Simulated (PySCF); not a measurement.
**HgF⁻: one state, many levels of theory**

State: ¹Σ⁺ (singlet), closed shell. Set-up: PySCF, scalar-relativistic core potentials, basis sets Hg def2-SVPD with ECP60, F def2-SVPD. De refers to Hg + F⁻ in their ground configurations, without counterpoise correction. A positive dipole points towards F; it is taken about the centre of mass and depends on that origin.

```csv
Level,Re (Å),ωe (cm⁻¹),De (eV),μ (D)
RHF,2.376,236,n/a,-5.46
RHF-MP2,2.407,234,0.73,n/a
RHF-SCS-MP2,2.424,226,0.69,n/a
RHF-CCSD,2.400,236,n/a,n/a
RHF-CCSD(T),2.394,241,0.79,n/a
PBE,2.406,234,0.79,-5.81
r²SCAN,2.356,258,0.93,-5.36
M06-L,2.366,258,n/a,-4.99
PBE0,2.369,247,0.79,-5.62
B97-3,2.423,222,0.72,-6.02
MN15,2.357,255,0.88,-5.49
ωB97X,2.365,253,0.95,-5.50
```

Problem. Which functional lies closest to RHF-CCSD(T) in De, which farthest, and by how much do they differ from it?

Solution. Closest is PBE (+1.2 pm in Re, -2.9 % in ωe, +0.00 eV in De against RHF-CCSD(T) in the same basis), farthest ωB97X (-2.9 pm in Re, +5.0 % in ωe, +0.16 eV in De). CCSD(T) converges more slowly with the basis than the functionals do and binds too weakly in this one, so the order can change at the basis-set limit.

Problem. What does a quarter of exact exchange do here, going from PBE to PBE0?

Solution. PBE0 less PBE: -3.7 pm in Re, +5.6 % in ωe, +0.00 eV in De. Exact exchange removes part of the self-interaction that spreads semilocal densities, and in most molecules shortens and stiffens the bond and lowers De; so it does here.

Problem. What does the triples do here, going from RHF-CCSD to RHF-CCSD(T)?

Solution. RHF-CCSD(T) less RHF-CCSD: -0.6 pm in Re, +2.1 % in ωe. Correlation nearly always deepens the well. The bond shortens, as in weak, metallic or heavy-atom bonds, where dispersion and the correlation of outer-core electrons pull the atoms together.

Correlated steps freeze 1 core orbital. Correlated levels converge slowly with the basis: in double zeta they bind strong bonds too weakly, by up to about 1 eV, and carry superposition errors of some tenths. Spin–orbit coupling is left out. For an ion De counts to the pair picked by the measured ionisation energies or electron affinities, which need not be the lowest pair at this level. The highest Kohn–Sham level is positive in this anion. Much of that is self-interaction error, but it also means that the finite basis helps to hold the extra electron. The CCSD T1 diagnostic is raised, a sign that a single reference may not be enough here.

The whole job (state search and all levels along the bond) took about 3 min on 1 thread of Arm Neoverse V1 (shared host), peak memory 0.76 GiB.
